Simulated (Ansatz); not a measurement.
Potential energy surface of H3 (cation, charge +1), singlet: map of symmetric stretch and bend. Scanned: H-H bond length and H-H-H angle.

Calculation: restricted BLYP/aug-cc-pVDZ run with Ansatz (an electronic-structure program).

Energy in kcal/mol above the lowest grid point; x is the H-H bond length (Å), y the H-H-H angle (°).

```
y \ x   0.74  0.78  0.84  0.86  0.90  0.96     1  1.04  1.09  1.14  1.17
------  ----  ----  ----  ----  ----  ----  ----  ----  ----  ----  ----
180     41.0  36.7  34.2  34.2  35.0  38.1  41.1  44.5  49.4  54.7  57.9
172.26  40.8  36.6  34.0  34.0  34.9  38.0  40.9  44.4  49.3  54.5  57.8
160.18  40.0  35.7  33.1  33.1  34.0  37.1  40.1  43.6  48.6  53.9  57.2
148.66  38.2  33.9  31.4  31.4  32.3  35.6  38.7  42.3  47.3  52.7  56.1
139.68  36.0  31.8  29.4  29.4  30.4  33.8  37.0  40.7  45.8  51.4  54.8
130.25  33.1  29.0  26.7  26.8  27.9  31.4  34.7  38.5  43.8  49.5  53.0
120.91  29.7  25.6  23.4  23.5  24.7  28.5  31.9  35.8  41.3  47.1  50.7
111.48  25.8  21.6  19.5  19.7  21.0  24.8  28.4  32.4  38.0  44.1  47.8
99.35   20.4  16.0  13.8  13.9  15.2  19.2  22.8  27.0  32.8  39.1  42.9
88.40   15.8  10.9   8.2   8.2   9.4  13.2  16.9  21.1  27.0  33.3  37.3
77.54   12.8   6.9   3.1   2.8   3.5   6.9  10.3  14.4  20.2  26.5  30.5
70      12.8   5.8   0.6   0.0   0.1   2.7   5.8   9.6  15.1  21.2  25.1
```

Points that lie below all their neighbours on the grid: x = 0.86, y = 70 on the edge of the grid (0.0 kcal/mol).
